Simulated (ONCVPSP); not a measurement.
**u(r) = r·R(r): atom against pseudo-atom (nitrogen)**

Columns: radius, all-electron u(r) and pseudo u(r) of the 2s shell (level -18.69 eV) of nitrogen in the configuration [He] 2s1.5 2p3.5; PBEsol, scalar-relativistic, ONCV scheme, ONCVPSP 4.0.1.

| r (bohr) | all-electron | pseudo |
| --- | --- | --- |
| 0.118 | -0.3876 | 0.0946 |
| 0.235 | -0.2164 | 0.1984 |
| 0.353 | 0.0899 | 0.3247 |
| 0.470 | 0.3760 | 0.4656 |
| 0.588 | 0.6008 | 0.6083 |
| 0.705 | 0.7539 | 0.7418 |
| 0.822 | 0.8450 | 0.8427 |
| 0.940 | 0.8871 | 0.8870 |
| 1.058 | 0.8917 | 0.8917 |
| 1.175 | 0.8703 | 0.8703 |
| 1.292 | 0.8316 | 0.8316 |
| 1.410 | 0.7817 | 0.7817 |
| 1.528 | 0.7259 | 0.7259 |
| 1.645 | 0.6681 | 0.6681 |
| 1.763 | 0.6098 | 0.6098 |
| 1.880 | 0.5536 | 0.5536 |
| 1.998 | 0.4996 | 0.4996 |
| 2.115 | 0.4494 | 0.4494 |
| 2.232 | 0.4028 | 0.4029 |
| 2.350 | 0.3596 | 0.3597 |
| 2.468 | 0.3202 | 0.3203 |
| 2.585 | 0.2848 | 0.2848 |
| 2.702 | 0.2528 | 0.2528 |
| 2.820 | 0.2238 | 0.2239 |
| 2.938 | 0.1979 | 0.1979 |
| 3.055 | 0.1749 | 0.1749 |

**Question.** How many radial nodes do the two functions have?

**Answer.** The all-electron 2s function has n − l − 1 = 1; the pseudo-wave has 0, since the states of the same l below it are removed with the core.

**Question.** At about which radius was the pseudo-wave matched?

**Answer.** 0.90 bohr, where the columns begin to agree (steps of 0.12 bohr).

**Question.** Where does each function peak?

**Answer.** Outermost all-electron maximum near 1.06 bohr, pseudo maximum near 1.06 bohr (to the table’s step).

**Question.** Is the pseudo-wave norm-conserving?

**Answer.** Yes: the ONCV scheme keeps the norm inside the radius equal to the all-electron one, which fixes the energy derivative of the logarithmic derivative at the level.
